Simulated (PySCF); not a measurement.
Polarisability and C₆ of Tc(2+) (technetium, charge +2)

[Kr] 4d4 5s1, high-spin 6D determinant (an excited configuration). Computed with PySCF 2.14 in dyall-av2z, with no relativity, point nucleus. Coupled (time-dependent) response in atomic units; α is the mean over directions. A double-zeta set is small for polarisabilities.

```tsv
method	mean α (bohr³)	α xx, yy, zz	C₆ (like pair)	S(−4)
UHF	34.16	34.72, 34.72, 33.03	207.9	908.8
PBE	25.55	25.89, 25.89, 24.88	151.5	438.9
```

S(−4) is the Cauchy moment in α(ω) = α(0) + S(−4) ω² + …

Spin-orbit coupling is absent.

α(iu) at UHF:

| u (hartree) | α(iu) (bohr³) |
| --- | --- |
| 0 | 34.16 |
| 0.0500 | 32.05 |
| 0.100 | 27.24 |
| 0.200 | 17.98 |
| 0.300 | 12.51 |
| 0.500 | 7.613 |
| 0.750 | 5.155 |
| 1.00 | 3.888 |
| 1.50 | 2.518 |
| 2.00 | 1.772 |
| 3.00 | 1.003 |
| 5.00 | 0.4403 |

A single London oscillator, α(iu) = α/(1 + u²/ω²), gives C₆ = (3/4) ω α². Matching the computed C₆ needs ω = 4 × 207.9 / (3 × 34.16²) = 0.238 hartree.

For an ion, C₆ is the dispersion term alone; charge-induced terms of lower order in 1/R come first.

The components differ because the open shell of this determinant is not spherical; for a pure term their mean is the scalar polarisability.

A non-relativistic calculation at this Z misses sizeable relativistic shifts.
